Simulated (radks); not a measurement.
Values are calculated unless marked as measured or tabulated.
Excited configurations of Sc19+: one electron is placed in a higher orbital outside 1s1. The ground configuration is [He]. Code: a radial shooting solver on a logarithmic mesh with Libxc functionals. Model: scalar-relativistic Kohn-Sham, r2SCAN, spin-unpolarised, spherical densities, finite nucleus; meta-GGA in the generalised Kohn-Sham scheme; Fermi nuclear charge, rms radius 3.5459 fm. Excitation = E - E(ground); binding = E(ion) - E, where the ion is the core of charge +20; n* = 20/sqrt(2 binding) in atomic units. These energies are relativistic, and a one-electron ion of charge +20 with no core already has n* below n in this formula (scalar-relativistic equation, point nucleus: 2p 1.997, 3s 2.992, 3p 2.996, 3d 2.998, 4d 3.998, 4f 3.999, 5f 4.999, 6p 5.994, 6f 5.998, 7s 6.990, 7p 6.994, 7f 6.998). The quantum defect is therefore taken as that value minus n*, so that it holds no relativistic shift of the bare ion.

| outer orbital | excitation (eV) | binding (eV) | n* | quantum defect | <r> (bohr) |
|---|---|---|---|---|---|
| 2p | 4359.7 | 1357.5 | 2.002 | -0.005 | 0.2485 |
| 3s | 5103.4 | 613.73 | 2.978 | 0.014 | 0.6630 |
| 3p | 5112.7 | 604.48 | 3.001 | -0.005 | 0.6216 |
| 3d | 5120.1 | 597.07 | 3.019 | -0.021 | 0.5282 |
| 4d | 5380.0 | 337.14 | 4.018 | -0.020 | 1.054 |
| 4f | 5381.2 | 335.95 | 4.025 | -0.026 | 0.9063 |
| 5f | 5501.4 | 215.79 | 5.022 | -0.023 | 1.583 |
| 6p | 5565.9 | 151.26 | 5.998 | -0.004 | 2.643 |
| 6f | 5567.0 | 150.13 | 6.021 | -0.023 | 2.409 |
| 7s | 5605.4 | 111.79 | 6.977 | 0.013 | 3.649 |
| 7p | 5606.0 | 111.16 | 6.997 | -0.003 | 3.618 |
| 7f | 5606.7 | 110.43 | 7.020 | -0.022 | 3.387 |

The Delta-SCF ionisation energy is 5717.2 eV (NIST Atomic Spectra Database: 5674.9 eV, theoretical). Self-interaction in the functional shifts the binding energies and quantum defects, so they are the method's values and not measured ones. Spin polarisation and multiplet splitting are left out, so open shells lie too high by an amount that depends on their filling.

Beside tabulated values, note that spin-unpolarised runs miss the spin-polarisation part of the exchange energy of open shells.
